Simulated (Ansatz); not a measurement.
```yaml
crystal:
  periodic: [false, false, false]
  atoms:
    - {symbol: Ge, position_ang: [2.802754, -0.163717, -0.349060]}
    - {symbol: Ge, position_ang: [-1.161438, -1.741364, 1.248381]}
    - {symbol: Ge, position_ang: [0.561448, 2.457133, 0.874473]}
    - {symbol: Ge, position_ang: [-1.660863, 1.146462, 0.843803]}
    - {symbol: Ge, position_ang: [0.252945, -0.504158, -2.757754]}
    - {symbol: Te, position_ang: [-2.933183, -0.191821, 2.615026]}
    - {symbol: Te, position_ang: [1.263432, 1.861150, -1.652845]}
    - {symbol: Te, position_ang: [1.037892, -0.018724, 1.871694]}
    - {symbol: Te, position_ang: [1.842746, -2.272432, -1.596050]}
    - {symbol: Te, position_ang: [-2.005723, -0.572508, -1.097669]}
basis:
  gaussian: {orbitals: def2-TZVPP}
magnetization: {spin_polarized: true, initial_magnetization: 0}
hamiltonian: {xc: {name: wB97X}}
scf: {lower_state_search: off}
output: {forces: true}
```

```sh
$ ansatz run in.yaml --threads 4 --pin off --events-out ev --progress --plain --max-ram 6963MiB
```

(1) Does this run fit into the memory that it is given?

Results:

(1) No. It has 490 basis functions, and the program plans for 19 GiB where 7 GiB are given.
